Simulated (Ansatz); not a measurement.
Consider the substitution at a C–Se bond: `CC([SiH3])[SeH]` + HBr → `CC([SiH3])Br` + H₂Se.

Isolated molecules relaxed with PBE0-D4/def2-TZVP in Ansatz; ΔE leaves out vibrations. CCSD(T)/CBS adds triple-zeta CCSD(T) − MP2 to the extrapolated MP2 energy (def2 sets, frozen cores). DFT in def2-TZVPP. B3LYP here is the variant with VWN-RPA as its local correlation; programs differ in this. HSE06 is defined as in plane-wave codes. For Br, Se outer-core shells are correlated without core-valence functions, which leaves a few kJ/mol of doubt a bond. Scalar relativity is left out up to krypton. Each species was taken in one conformer, which may not be the lowest.

`CC([SiH3])[SeH]`:

Cartesian coordinates in Å:
```
C -1.299 -0.242 -0.817
C -0.305 0.432 0.118
Si 1.454 -0.187 -0.118
Se -0.872 0.049 1.967
H -1.040 -0.032 -1.859
H -2.318 0.116 -0.649
H -1.298 -1.327 -0.685
H -0.350 1.515 -0.010
H 2.359 0.446 0.878
H 1.936 0.159 -1.486
H 1.481 -1.663 0.045
H 0.254 0.734 2.617
```

HBr:

Cartesian coordinates in Å:
```
Br -0.538 -0.410 -0.217
H 0.538 0.410 0.217
```

`CC([SiH3])Br`:

Z-matrix (Å, degrees):
```
C
C 1 1.513
H 1 1.092 2 111.4
H 1 1.095 2 109.4 3 -119.4
H 1 1.092 2 111.5 3 120.9
Si 2 1.887 1 114.7 3 57.0
Br 2 1.965 1 110.3 3 -62.8
H 2 1.091 1 110.9 3 -177.3
H 6 1.484 2 108.9 1 -59.3
H 6 1.491 2 108.6 1 59.5
H 6 1.483 2 110.2 1 179.3
```

H₂Se:

Z-matrix (Å, degrees):
```
Se
H 1 1.467
H 1 1.467 2 91.2
```

(1) Is it downhill or uphill in electronic energy at CCSD(T)/CBS, and by how much? (Estimate.)

(2) What do these levels give: revPBE-D4, B3LYP-D4, CAM-B3LYP-D4, B3LYP, HSE06, MP2/def2-SVP, MP2/def2-TZVPP, SCS-MP2/def2-TZVPP, MP2/def2-QZVPP, HF/CBS(def2), MP2/CBS(def2), CCSD/CBS(def2)? (Estimate.)

Largest T1 diagnostic among the species: 0.010.

## Answers

(1) Computed: Uphill: ΔE = +1.8 kcal/mol.

(2) Ansatz gave: revPBE-D4 2.1, B3LYP-D4 1.2, CAM-B3LYP-D4 1.1, B3LYP 0.3, HSE06 1.2, MP2/def2-SVP 2.2, MP2/def2-TZVPP 2.6, SCS-MP2/def2-TZVPP 2.0, MP2/def2-QZVPP 2.5, HF/CBS(def2) -0.1, MP2/CBS(def2) 2.4, CCSD/CBS(def2) 1.6 kcal/mol.

In def2-TZVPP, CCSD(T) changes the Hartree–Fock value by +2.2 kcal/mol (the triples alone add +0.2 kcal/mol) and MP2 by +2.8 kcal/mol. Leaving LDA and LC-ωPBE aside and taking each functional with its dispersion term where it has one, the values, not all of them listed here, spread over 1.0 kcal/mol, from B2PLYP to revPBE-D4. LDA lies +0.8 kcal/mol from PBE without D4. The D4 term adds +0.9 kcal/mol with B3LYP and +0.5 kcal/mol with PBE0; it sums over pairs of atoms, weighted by their polarisabilities, and B3LYP, whose exchange is more repulsive, gets the larger term.
